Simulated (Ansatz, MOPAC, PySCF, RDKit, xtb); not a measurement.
Pair of molecules: HF (SMILES F) (first 2 atoms) with CH2F2 (SMILES FCF); geometry from B3LYP-D3(BJ)/def2-TZVP, rigid monomers moved along the line of their centres of mass till H2···F3 is 1.66 Å.
(charge 0, multiplicity 1):
```json
[
 {"atom": "F", "x (Å)": "-0.1266", "y (Å)": "0.0956", "z (Å)": "-0.0637"},
 {"atom": "H", "x (Å)": "0.1928", "y (Å)": "0.6239", "z (Å)": "0.6339"},
 {"atom": "F", "x (Å)": "0.7423", "y (Å)": "0.8781", "z (Å)": "2.1768"},
 {"atom": "C", "x (Å)": "0.3752", "y (Å)": "-0.2011", "z (Å)": "2.9610"},
 {"atom": "F", "x (Å)": "-0.7274", "y (Å)": "0.1494", "z (Å)": "3.6611"},
 {"atom": "H", "x (Å)": "1.1953", "y (Å)": "-0.3996", "z (Å)": "3.6500"},
 {"atom": "H", "x (Å)": "0.1371", "y (Å)": "-1.0317", "z (Å)": "2.2974"}
]
```

```tsv
level	interaction energy (kJ/mol)	minus MP2/CBS(aug-cc-pVDZ, aug-cc-pVTZ) + ΔCCSD(T)/aug-cc-pVDZ	cost
UFF	377.0	391.4	-
GFN-FF	-10.2	4.3	-
AM1	10.2	24.6	-
PM3	-12.4	2.0	-
PM6	29.5	43.9	-
GFN1-xTB	-14.3	0.1	-
GFN2-xTB	-9.1	5.3	-
HF/STO-3G (no counterpoise)	-12.8	1.6	-
HF/3-21G (no counterpoise)	-39.2	-24.8	-
HF/6-31G*	-8.0	6.4	-
HF/6-31G* (no counterpoise)	-19.4	-5.0	-
HF/aug-cc-pVDZ	-7.6	6.8	-
HF/aug-cc-pVTZ	-7.8	6.6	-
PBE/def2-TZVPPD	-13.0	1.4	×1
PBE-D3(BJ)/def2-TZVPPD	-15.3	-0.9	×1
PBE-D4/def2-TZVPPD	-15.1	-0.7	×1
BP86/6-31G* (no counterpoise)	-26.4	-12.0	-
r2SCAN/def2-TZVPPD	-17.0	-2.6	×2
r2SCAN-D3(BJ)/def2-TZVPPD	-17.7	-3.3	×2
r2SCAN-D4/def2-TZVPPD	-17.6	-3.2	×2
B3LYP/3-21G (no counterpoise)	-51.8	-37.4	-
B3LYP/6-31G*	-12.0	2.4	-
B3LYP/6-31G* (no counterpoise)	-30.2	-15.8	-
B3LYP/6-311+G** (no counterpoise)	-14.3	0.1	-
B3LYP/def2-TZVPPD	-12.1	2.4	×2
B3LYP-D3(BJ)/def2-TZVPPD	-15.7	-1.3	×2
B3LYP-D4/def2-TZVPPD	-15.2	-0.8	×2
PBE0/def2-TZVPPD	-14.0	0.4	×2
PBE0-D3(BJ)/def2-TZVPPD	-16.0	-1.6	×2
PBE0-D4/def2-TZVPPD	-15.8	-1.4	×2
M06-2X/6-31G* (no counterpoise)	-30.2	-15.7	-
wB97X-V/def2-TZVPPD	-15.3	-0.9	×3
MP2/6-31G* (no counterpoise)	-27.2	-12.8	-
MP2/aug-cc-pVDZ	-10.7	3.7	-
MP2/aug-cc-pVTZ	-13.2	1.2	×4
MP2/CBS(aug-cc-pVDZ, aug-cc-pVTZ)	-14.2	0.2	-
SCS-MP2/aug-cc-pVDZ	-8.2	6.2	-
SCS-MP2/aug-cc-pVTZ	-10.5	3.9	-
CCSD(T)/aug-cc-pVDZ	-10.9	3.5	×9
MP2/CBS(aug-cc-pVDZ, aug-cc-pVTZ) + ΔCCSD(T)/aug-cc-pVDZ	-14.4	0.0	×10
```

 The comparison column counts from a level with limits of its own.

The rows run from -51.8 (B3LYP/3-21G (no counterpoise)) to 377.0 kJ/mol (UFF). In aug-cc-pVDZ the value moves HF -7.6, MP2 -10.7, CCSD(T) -10.9, a shift of -3.3 from HF to CCSD(T). From aug-cc-pVDZ to aug-cc-pVTZ MP2 changes by -2.5. The dispersion term adds -2.3 in PBE-D3(BJ), -2.1 in PBE-D4, -0.7 in r2SCAN-D3(BJ). The 5 functionals in def2-TZVPPD without D3 or D4 span 4.9, from r2SCAN to B3LYP.

Monomers are frozen at their geometry in the pair; levels with a basis set take the counterpoise correction. Rows marked so take none. RDKit's UFF carries no charges.

Correlated levels freeze the cores. CBS(a, b) extrapolates the correlation energy as X⁻³ and adds the Hartree–Fock energy of set b. Rows in 3-21G, 6-311+G**, 6-31G*, STO-3G carry no dispersion term and start afresh at each structure (6-31G* with six Cartesian d functions). MP2/6-31G* freezes PySCF's default core. The state reached by AM1, PM3, PM6 isn't checked.

The values were computed with Ansatz (a quantum-chemistry and plane-wave program) with Gaussian orbitals; MOPAC for AM1, PM3, PM6 (differences of heats of formation); PySCF for 3-21G rows, 6-311+G** rows, 6-31G* rows, STO-3G rows, the dispersion terms; RDKit for the force fields; xtb for the GFN methods. 

Costs are rough ratios of core time to PBE/def2-TZVPPD (about 2.5 s over the structures, on one shared machine); a dash marks a level with no comparable run of its own.
